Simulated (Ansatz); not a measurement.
The cluster Ag2O⁺. Total charge 1; quartet. Geometry r2SCAN-D4/def2-TZVP.

```xyz
3

Ag    1.905    0.720   -0.346
Ag   -1.905   -0.719    0.349
O     0.000   -0.001   -0.003
```

In the def2 sets Ag takes a core potential; there is no spin–orbit coupling. At PBE0-D4/def2-TZVP a doublet of charge 1 lies 3.21 eV below the quartet, each at its own geometry. The structure comes from a short search, and lower isomers may exist.

Question: Estimate the α-spin orbital energies around the gap (eV) in Ansatz with PBE-D4/def2-TZVP, r2SCANh-D4/def2-TZVP, PBE0-D4/def2-TZVP, BHLYP-D4/def2-TZVP, ωB97X-V/def2-TZVP.

Answer: 
```tsv
orbital	PBE-D4/def2-TZVP	r2SCANh-D4/def2-TZVP	PBE0-D4/def2-TZVP	BHLYP-D4/def2-TZVP	ωB97X-V/def2-TZVP
HOMO−13	-17.49	-18.92	-19.91	-22.55	-22.52
HOMO−12	-16.39	-18.51	-19.52	-22.55	-21.84
HOMO−11	-16.39	-18.51	-19.52	-22.40	-21.84
HOMO−10	-14.51	-15.23	-15.97	-17.41	-18.82
HOMO−9	-14.51	-15.23	-15.97	-17.41	-18.82
HOMO−8	-14.15	-14.90	-15.67	-17.15	-18.77
HOMO−7	-14.15	-14.90	-15.67	-17.15	-18.77
HOMO−6	-14.14	-14.90	-15.66	-17.15	-18.30
HOMO−5	-14.14	-14.90	-15.66	-17.15	-17.75
HOMO−4	-14.11	-14.82	-15.59	-17.08	-17.75
HOMO−3	-13.85	-14.79	-15.54	-17.06	-17.62
HOMO−2	-13.85	-14.79	-15.54	-17.06	-17.62
HOMO−1	-12.90	-13.70	-14.43	-15.97	-16.74
HOMO	-9.56	-9.50	-9.57	-9.64	-10.82
LUMO	-8.78	-8.45	-8.04	-7.34	-6.29
LUMO+1	-5.19	-4.65	-4.55	-4.00	-3.07
LUMO+2	-5.19	-4.65	-4.55	-4.00	-3.07
LUMO+3	-4.93	-4.31	-4.13	-3.43	-2.19
LUMO+4	-4.93	-4.31	-4.13	-3.43	-2.19
LUMO+5	-4.39	-3.78	-3.76	-3.19	-2.13
β HOMO	-12.48	-13.19	-13.96	-15.51	-16.21
β LUMO	-12.22	-11.53	-11.10	-9.78	-8.81
```
